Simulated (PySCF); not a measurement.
## Correlation energy of Ge⁺ (germanium, charge +1)

[Ar] 3d10 4s2 4p1, 2P determinant. Computed with PySCF 2.14 in x2c-SVPall (5s4p3d, 32 functions), with scalar relativity by spin-free X2C-1e. Frozen: [Ar] 3d10; 3 electrons correlated.

MP2 pair energies summed by pair of shells (mhartree):

| pair | energy | share (%) |
| --- | --- | --- |
| 4s-4s | -19.01 | 59.3 |
| 4s-4p | -13.04 | 40.7 |

Total MP2 correlation energy: -32.05 mhartree.

Same-spin part -2.11 and opposite-spin part -29.95 mhartree; SCS-MP2 scales them by 1/3 and 6/5 to -36.64 mhartree.

```
  level  correlation energy (mhartree)
   CCSD                         -46.88
    (T)                          -0.49
CCSD(T)                         -47.37
```

Diagnostics: T1 = 0.0091, D1 = 0.0218, largest double amplitude 0.097.

Cost of the coupled-cluster step: 0.21 s of wall time on 1 thread of Neoverse-N1 (shared host), for 3 correlated electrons.

Iterations:

```
CC2 = 0
CCSD nocc = (np.int64(2), np.int64(1)), nmo = (18, 18)
frozen orbitals [[0, 1, 2, 3, 4, 5, 6, 7, 8, 9, 10, 11, 12, 13], [0, 1, 2, 3, 4, 5, 6, 7, 8, 9, 10, 11, 12, 13]]
max_cycle = 100
direct = 0
conv_tol = 1e-08
conv_tol_normt = 1e-06
diis_space = 8
diis_start_cycle = 0
Init t2, MP2 energy = -0.0320529570312571
Init E_corr(UCCSD) = -0.0320529570312784
cycle = 1  E_corr(UCCSD) = -0.041653735889487  dE = -0.00960077886  norm(t1,t2) = 0.0490234
cycle = 2  E_corr(UCCSD) = -0.0448548845073225  dE = -0.00320114862  norm(t1,t2) = 0.0195398
cycle = 3  E_corr(UCCSD) = -0.0468900572115012  dE = -0.0020351727  norm(t1,t2) = 0.00848231
cycle = 4  E_corr(UCCSD) = -0.0468728450966721  dE = 1.72121148e-05  norm(t1,t2) = 0.000955898
cycle = 5  E_corr(UCCSD) = -0.0468839515493191  dE = -1.11064526e-05  norm(t1,t2) = 9.56755e-05
cycle = 6  E_corr(UCCSD) = -0.0468806240449068  dE = 3.32750441e-06  norm(t1,t2) = 1.42992e-05
cycle = 7  E_corr(UCCSD) = -0.0468819517498449  dE = -1.32770494e-06  norm(t1,t2) = 4.33242e-06
cycle = 8  E_corr(UCCSD) = -0.0468816682503599  dE = 2.83499485e-07  norm(t1,t2) = 1.01921e-06
cycle = 9  E_corr(UCCSD) = -0.0468816754004747  dE = -7.15011478e-09  norm(t1,t2) = 1.03875e-07
UCCSD converged
E(UCCSD) = -2096.460142446703  E_corr = -0.04688167540047473
UCCSD(T) correction = -0.00048619776100801
```
